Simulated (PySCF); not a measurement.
**From a raw peak list to a structure**

Formula C5H6O2. The spectrum was simulated from the full spin Hamiltonian at 200 MHz with 1.0 Hz Lorentzian lines, from shifts rounded to 0.01 ppm and J to 0.1 Hz, couplings under 1 Hz left out.

```csv
region,integral (H),ppm,Hz,height
1,1,6.819,1363.8,10
1,,6.814,1362.9,11
1,,6.806,1361.2,11
1,,6.801,1360.2,11
2,1,6.446,1289.2,9
2,,6.433,1286.6,10
2,,6.427,1285.4,10
2,,6.414,1282.8,9
3,1,5.372,1074.4,10
3,,5.367,1073.4,11
3,,5.353,1070.5,10
3,,5.348,1069.7,10
4,3,3.800,760.0,100
```

13C{1H} NMR (computed): δ 164.1, 133.7, 118.8, 84.6, 54.4.

All values are calculated (PySCF 2.14.0 with density-fitted response routines): geometry from PBE0-D3(BJ)/def2-SVP, J: B3LYP/pcJ-1 (without the spin–dipole term), σ from GIAO-PBE0/pcSseg-1. A single conformation, gas phase, non-relativistic Hamiltonian, rapidly exchanging positions averaged.

Chemical shifts δ = σref − σ; 1H, 13C vs TMS, all at this level.

Q: Analyse the multiplets.

A: 1H NMR (200 MHz, computed): δ 6.81 (dd, J = 2.6, 1.0 Hz, 1H), 6.43 (dd, J = 3.8, 2.6 Hz, 1H), 5.36 (dd, J = 3.8, 1.0 Hz, 1H), 3.80 (s, 3H). These are first-order names from the parameters used; overlap and second-order distortion can hide them in the list.

Q: What is the compound?

A: `COc1ccco1`.

Atom-mapped SMILES (the numbers label the heavy atoms): `[CH3:1][O:2][c:3]1[cH:4][cH:5][cH:6][o:7]1`. Each H is labelled by its parent atom.

- δ 6.81: H(C6), hydrogen on an aromatic CH next to the ring oxygen, coupled to H(C5) (2.6 Hz), H(C4) (1.0 Hz).
- δ 6.43: H(C5), hydrogen on an aromatic CH, coupled to H(C4) (3.8 Hz), H(C6) (2.6 Hz).
- δ 5.36: H(C4), hydrogen on an aromatic CH, coupled to H(C5) (3.8 Hz), H(C6) (1.0 Hz).
- δ 3.80: H(C1), hydrogen on a methyl carbon bonded to O.

The data come from this structure; uniqueness wasn't tested.

Multiplet labels drop couplings under 1 Hz and merge nearly equal ones. Unscaled 3J(H,H) at this level run about 10 % above measured values. Shifts are as computed. Against solution values, carbons near 30 ppm lie about +2 ppm off and those near 130 ppm about +5 ppm. Of 1211 compounds with measured shifts, 218 miss one by over three times the rms of a fit or turn the order of signals round; such compounds aren't used in these exercises.
